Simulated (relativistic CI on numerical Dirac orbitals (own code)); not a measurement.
## Hyperfine structure of W⁶⁸⁺, mass number 183

Method of calculation: Dirac-Coulomb-Breit CI, orbitals from a KLI potential per configuration, QED by a radiative potential, unscaled Slater integrals (own radial code, finite nucleus).

CI space (outside the closed core 1s2): 2s2.2p2, 2s.2p3, 2p4, 2p3.3s, 2p3.3p, 2s2.2p.3s, 2p3.3d, 2s2.2p.3p, 2s2.2p.3d, 2s.2p2.3s, 2s.2p2.3p, 2s.2p2.3d, 2s2.2p.4s, 2s2.2p.4p, 2s2.2p.4d, 2s2.2p.4f. Levels of other configurations are missing.

Nuclear spin I = 1/2, μ = 0.11739 μN (tables of Stone and Pyykkö). The electronic factors are computed for point nuclear moments, without core polarisation or the Bohr-Weisskopf and QED corrections.

```tsv
Level	E (eV)	A (GHz)
2s2.2p2 3P_1	1412.13	-198.9
2s2.2p2 1D_2	1430.55	599.8
2s2.2p2 3P_2	2867.01	202.8
2s.2p3 5S°_2	3098.03	1094
2s.2p3 3D°_3	3143.04	1363
2s.2p3 3S°_1	3229.52	-1357
2s.2p3 1D°_2	3238.87	-110.3
2s.2p3 3P°_1	3243.13	3493
```

Levels with J = 0, under 50 % of one LS term, or S terms without an open s electron are left out. Small factors come from cancelling terms and can be off by tens of per cent or more.

At this charge energies of transitions that change n are usually good to better than 1 %, and those within a shell (Δn = 0) to a few per cent.

Give the hyperfine levels of 2s2.2p2 1D_2 relative to its centre of gravity.

With K = F(F + 1) − I(I + 1) − J(J + 1), E = AK/2: F = 3/2: -899.7, F = 5/2: 599.8 GHz.

LS names give the leading component of a level, which can be under half, so a name can repeat, a term be missing and a line seem to break the LS rules.
